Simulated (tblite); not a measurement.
Run record: tight-binding relaxation, `C/C=C\[CH2][GaH][N]([SiH3])[SiH3]`.

Computed with GFN2-xTB geometry optimisation, gas phase (tblite 0.8.0). Start geometry: from a force field or distance geometry. A driver script takes a list of jobs; this job's settings line and coordinates (Å) are shown.

Command:
```bash
OMP_NUM_THREADS=1 python probes_run.py task.json out
```

Input:
```
{"job": {"kind": "relax", "xc": "GFN2-xTB", "basis": "xTB"}, "charge": 0, "multiplicity": 1}
C      3.746200     0.208400     0.742400
C      2.949400    -0.491400    -0.324600
C      1.724700    -0.152000    -0.647500
C      0.971900     0.978300    -0.030000
Ga    -0.678300     0.045100     0.789500
N     -2.498200    -0.099600     0.636800
Si    -3.074600    -1.595800    -0.130600
Si    -2.961100     1.246700    -0.474300
H      4.289000     1.093900     0.314800
H      3.148800     0.513900     1.618100
H      4.502500    -0.521500     1.090000
H      3.442500    -1.343200    -0.823900
H      1.248200    -0.746900    -1.431600
H      1.637100     1.585800     0.619100
H      0.355800     1.574400    -0.707600
H      0.066100    -1.061100     1.707800
H     -2.110500    -1.958100    -1.163600
H     -4.358100    -1.315200    -0.822900
H     -3.249000    -2.696300     0.846600
H     -3.933600     0.739600    -1.446200
H     -3.505000     2.311500     0.390300
H     -1.724500     1.703000    -1.154200
```

Output:
```
step      E/eV     max force
  0    -632.55722    2.146
  1    -632.75527    1.413
  2    -632.92129    0.814
  3    -632.99444    0.856
  4    -633.12818    0.789
  5    -633.18957    0.616
  6    -633.25524    0.375
  7    -633.28205    0.303
  8    -633.30131    0.352
  9    -633.32275    0.394
... (236 lines left out)
246    -633.86305    0.031
247    -633.86332    0.037
248    -633.86357    0.038
249    -633.86379    0.036
250    -633.86400    0.026
251    -633.86419    0.029
252    -633.86434    0.022
253    -633.86444    0.018
254    -633.86449    0.011
255    -633.86452    0.009
```

«max force» is the largest atomic force in eV/Å.

**Question.** From which step on does the largest force stay under 0.1 eV/Å, and how much energy is left to gain from there?

**Answer.** From step 226 (0.100 eV/Å), 10.4 meV above the end.

Main results: energy lowered by 30.1 kcal/mol over 255 steps; largest atomic force 0.009 eV/Å at the end.

**Question.** Give the final coordinates.

**Answer.** 1.565 Å rms from the input after alignment:
```
atom  x, y, z in Å
C1     2.4916   -0.0447    1.3503
C2     3.0860   -0.1380   -0.0149
C3     2.4889    0.3608   -1.0985
C4     1.1649    1.0197   -1.0714
Ga5   -0.1558   -0.5077   -0.6400
N6    -1.9659   -0.2876   -0.1610
Si7   -2.7879   -1.5877    0.6464
Si8   -2.7572    1.2321   -0.4292
H9     2.4347    0.9922    1.6871
H10    1.4553   -0.4363    1.3432
H11    3.0706   -0.6134    2.0731
H12    4.0472   -0.6239   -0.1022
H13    2.9674    0.2526   -2.0640
H14    1.0772    1.7505   -0.2588
H15    0.9423    1.5222   -2.0152
H16    0.3109   -2.0151   -0.7229
H17   -4.0268   -1.9001   -0.0751
H18   -3.1057   -1.1776    2.0233
H19   -1.8653   -2.7351    0.6593
H20   -4.0118    1.0069   -1.1562
H21   -3.0377    1.8915    0.8544
H22   -1.8335    2.0579   -1.2293
```

Hardware: an Arm Neoverse V1 with one thread, shared host with 32 logical CPUs at a one-minute load of 12. Cost: 2.9 s wall.
Labels such as C1 count atoms from 1, the log's own numbers from 0.
